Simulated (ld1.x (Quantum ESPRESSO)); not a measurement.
**Transferability test, TM potential for Si (Z = 14)**

ld1.x (Quantum ESPRESSO) 7.5 input, shortened:

```
&input
   title='Si', zed=14., rel=1, dft='PBESOL', iswitch=3,
   config='[Ne] 3s2 3p1 3d-2'
 /
 &inputp
   pseudotype=2, tm=.true., lloc=-1, rcloc=1.00,
   nlcc=.false.
 /
3
2S  1  0   2.00   0.00  0.85  0.85  0.0
2P  2  1   6.00   0.00  1.00  1.00  0.0
3D  3  2  -2.00   0.10  0.85  0.85  0.0
 &test
   configts(1)='2s2 2p6 3s2 3p1'
 /
```

Occupied shells without a wave of their own: 3p, 3s. They enter only through the test configuration that unscreens the potential.

Energies are relative to the spin-unpolarised reference configuration 2s2 2p6 3s2 3p1; without spin polarisation the order of configurations can differ from experiment.

Question: Give the all-electron excitation energy and the error of the potential for: 2s2 2p6 3s2 3p2; 2s2 2p6 3s2 3p0; 2s2 2p6 3s1 3p0; 2s2 2p6 3s2 3p1.5; 2s2 2p6 3s0 3p0; 2s2 2p5 3s2 3p2; 2s2 2p6 3s1 3p2.

Answer:

```csv
valence configuration,charge,ΔE all-electron (eV),error AE − PS (meV)
2s2 2p6 3s2 3p2,0,-7.713,-219
2s2 2p6 3s2 3p0,+2,15.963,+407
2s2 2p6 3s1 3p0,+3,49.862,+202
2s2 2p6 3s2 3p1.5,+0.5,-4.804,-130
2s2 2p6 3s0 3p0,+4,94.664,-154
2s2 2p5 3s2 3p2,+1,102.179,-160
2s2 2p6 3s1 3p2,+1,7.409,-577
```

Levels in the configuration 2s2 2p6 3s1 3p2:

```json
{"level": "2s", "all-electron (eV)": "-150.216", "pseudo (eV)": "-150.748"}
{"level": "2p", "all-electron (eV)": "-106.513", "pseudo (eV)": "-107.056"}
{"level": "3s", "all-electron (eV)": "-19.712", "pseudo (eV)": "-20.117"}
{"level": "3p", "all-electron (eV)": "-12.256", "pseudo (eV)": "-12.053"}
```

The 3p, 3s levels have no wave, so the channel is fitted at the deeper level alone: the likely source of the large errors.

The potential misses its own reference levels by up to 0.3 eV.
